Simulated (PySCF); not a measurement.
Computed IR spectrum (relative IR intensity) of a molecule C5H10. Coordinates come from a PBE-D3(BJ)/def2-SVP optimisation. The values are those of a single conformer. Computed with PBE-D3(BJ)/def2-SVP (PySCF). Harmonic, unscaled wavenumbers; measured fundamentals usually lie a few per cent lower.

ν (cm⁻¹): 654 (w), 777 (vw), 893 (s), 911 (vw), 997 (w), 1005 (w), 1067 (w), 1123 (w), 1253 (vw), 1305 (vw), 1335 (w), 1348 (w), 1379 (w), 1409 (vw), 1424 (w), 1437 (w), 1670 (m), 2925 (m), 2964 (m), 2969 (m), 3053 (m), 3057 (vs), 3064 (m), 3080 (w), 3170 (w) (against the strongest line: vs over 80 %, s over 45 %, m over 15 %, w over 4 %, vw less)

### Question
Which structure fits?
(A) C=CCCC
(B) CC1(C)CC1
(C) CCC1CC1
(D) C=CC(C)C

### Answer
D, C=CC(C)C
